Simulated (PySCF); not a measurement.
# Electron correlation in O⁺ (oxygen, charge +1)

[He] 2s2 2p3, high-spin 4S determinant. Calculation: PySCF 2.14, in ANO-RCC-VTZP; scalar relativity by spin-free X2C-1e. Frozen: nothing; 7 electrons correlated.

```
  level  correlation energy (mhartree)
   CCSD                        -114.69
    (T)                          -1.57
CCSD(T)                        -116.26
  CCSDT                        -116.49
```

Diagnostics: T1 = 0.0036, D1 = 0.0086, largest double amplitude 0.033.

Cost of the coupled-cluster step: about 0.4 core-seconds, for 7 correlated electrons.

Iterations:

```
CC2 = 0
CCSD nocc = (np.int64(5), np.int64(2)), nmo = (30, 30)
frozen orbitals [[], []]
max_cycle = 100
direct = 0
conv_tol = 1e-08
conv_tol_normt = 1e-06
diis_space = 8
diis_start_cycle = 0
Init t2, MP2 energy = -0.0993873634124206
Init E_corr(UCCSD) = -0.0993873634130714
cycle = 1  E_corr(UCCSD) = -0.111502156690193  dE = -0.0121147933  norm(t1,t2) = 0.0242327
cycle = 2  E_corr(UCCSD) = -0.11372075606609  dE = -0.00221859938  norm(t1,t2) = 0.0082356
cycle = 3  E_corr(UCCSD) = -0.114729183408874  dE = -0.00100842734  norm(t1,t2) = 0.00344257
cycle = 4  E_corr(UCCSD) = -0.114678444322839  dE = 5.0739086e-05  norm(t1,t2) = 0.000501302
cycle = 5  E_corr(UCCSD) = -0.114686369090542  dE = -7.9247677e-06  norm(t1,t2) = 0.000120217
cycle = 6  E_corr(UCCSD) = -0.114686427389344  dE = -5.82988021e-08  norm(t1,t2) = 8.60762e-06
cycle = 7  E_corr(UCCSD) = -0.114686482621276  dE = -5.52319315e-08  norm(t1,t2) = 1.35918e-06
cycle = 8  E_corr(UCCSD) = -0.114686477922976  dE = 4.69829992e-09  norm(t1,t2) = 2.84929e-07
UCCSD converged
E(UCCSD) = -74.54311449779446  E_corr = -0.114686477922976
UCCSD(T) correction = -0.00157168413966404
```
